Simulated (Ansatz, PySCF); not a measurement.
Gas-phase reaction (SMILES): CN(C)[Si](Cl)(Cl)Cl + Cl (HCl) → Cl[Si](Cl)(Cl)Cl [tetrachlorosilane] + CNC; hydrogen chloride cleaves one Si-N bond, a model of a ligand-exchange step.

Each molecule is optimised on its own at B3LYP-D3(BJ)/def2-TZVP (Ansatz, a first-principles code), one conformer each, not searched for the lowest. Correlated levels leave the core frozen unless marked. Spin-orbit coupling is left out. Non-relativistic. CBS(X,Y): correlation extrapolated as X^-3; Hartree-Fock from the larger set. The bracket is a focal-point correction in the basis named. Thermal terms are rigid-rotor harmonic-oscillator values from B3LYP-D3(BJ) frequencies (Ansatz or PySCF) at 298.15 K and 1 atm. 1 Eh = 627.5095 kcal/mol.

```
species              E, RI-MP2/CBS(cc-pV(T+d)Z,cc-pV(Q+d)Z)+[CCSD(T)-MP2]/cc-pV(T+d)Z (Ansatz) (Eh)  E, wB97X-V/def2-TZVPD (Ansatz) (Eh)  H - E (Eh)
-------------------  ------------------------------------------------------------------------------  -----------------------------------  ----------
CN(C)[Si](Cl)(Cl)Cl                                                                     -1803.00220                          -1804.67327     0.09934
Cl (HCl)                                                                                 -460.37804                           -460.74931     0.01000
Cl[Si](Cl)(Cl)Cl                                                                        -2128.38492                          -2130.25655     0.01467
CNC                                                                                      -135.00022                           -135.17194     0.09743
```

**Question.** Work out ΔE and ΔH at 298.15 K at the first level, then ΔH at the second.

**Answer.** 
1. ΔE = [(-2128.38492) + (-135.00022)] - [(-1803.00220) + (-460.37804)] = -0.00490 Eh = -3.1 kcal/mol at RI-MP2/CBS(cc-pV(T+d)Z,cc-pV(Q+d)Z)+[CCSD(T)-MP2]/cc-pV(T+d)Z.
2. The terms H - E add up to 0.00276 Eh, so ΔH = (-0.00490 + (0.00276))×627.5095 = -1.3 kcal/mol.
3. At wB97X-V/def2-TZVPD the same steps give ΔE = -3.7 and ΔH = -2.0 kcal/mol, a shift of -0.7 from the first level.
4. These values are not checked against measurement here, since the tables used lack a sound gas-phase enthalpy of formation for at least one species.
